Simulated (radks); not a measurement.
Values are calculated unless marked as measured or tabulated.
Problem. The germanium ion Ge28+, [He] 2s2. Code: a radial shooting solver on a logarithmic mesh with Libxc functionals. Model: non-relativistic Kohn-Sham, PBE, spin-polarised, spherical densities, point nucleus. Every spin shell is full or empty, so the densities are truly spherical. Functionals are evaluated on that one density, not self-consistently. Rank these exchange functionals by their error against the exact value of the orbitals, and give that value: LDA, PBEsol, OPTX, TPSS, revTPSS, r2SCAN, MS2, Tao-Mo, MVS.

Solution. Exact: -25.6113 hartree. From best to worst, with 100 (|E| - |E exact|)/|E exact| (equal figures are ties): OPTX 0.00, revTPSS +0.34, MS2 +0.54, r2SCAN -0.56, TPSS +0.58, Tao-Mo +0.72, MVS -0.80, PBEsol -5.10, LDA -12.41.
